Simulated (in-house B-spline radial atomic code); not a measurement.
A fraction x of an electron is moved 3s → 3p in Ca4+, starting from [Ne] 3s2 3p4 and keeping the highest spin. Method: scalar-relativistic (X2C) BLYP, spin-polarised, spherical fractional occupations, Fermi nucleus of rms radius 3.4776 fm. Calculated with a B-spline radial code for spherical atoms.

| x | E(x) - E(0) (eV) | 3s down level (eV) | 3p down level (eV) |
| --- | --- | --- | --- |
| 0 | 0.0000 | -95.445 | -75.469 |
| 0.125 | 2.4970 | -95.493 | -75.517 |
| 0.25 | ? | ? | ? |
| 0.375 | 7.4908 | -95.588 | -75.613 |
| 0.5 | 9.9876 | -95.635 | -75.661 |
| 0.625 | ? | ? | ? |
| 0.75 | 14.9811 | -95.729 | -75.756 |
| 0.875 | 17.4777 | -95.776 | -75.804 |
| 1 | 19.9743 | - | -75.851 |

Q: What belongs in the row x = 0.25?

A: An energy change of 4.9939 eV; 3s down at -95.540 eV, 3p down at -75.565 eV.

Q: What belongs in the row x = 0.625?

A: An energy change of 12.4843 eV; 3s down at -95.682 eV, 3p down at -75.708 eV.

Q: Check Janak's theorem between x = 0.375 and 0.5.

A: The slope of the energy is 19.97 eV; the orbital levels give 19.97 eV (ε of the receiving orbital less ε of the emptying one, averaged over the two points).
